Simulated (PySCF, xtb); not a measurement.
Mo(O)2(Cl)(OSiH3) (ClH3MoO3Si), SMILES [Cl][Mo]([O][SiH3])(=[O])=[O], multiplicity 1.

GFN2-xTB run with xtb at its own geometry gives an orbital gap of 3.91 eV and a dipole moment of 5.36 D.

The structure is a stationary point at PBE0-D3(BJ)/def2-SVP. The multiplicity is an assumed one; other spin states were not compared. The def2 effective core potentials stand for the cores of Mo; spin–orbit coupling is left out. The values are those of a single conformer.

### Question
What does r2SCAN/def2-TZVP (PySCF) give? (The exact figures need the calculation; the answer reports its results.)

### Answer
gap 4.62 eV (levels -8.25 and -3.63 eV), dipole 3.13 D.
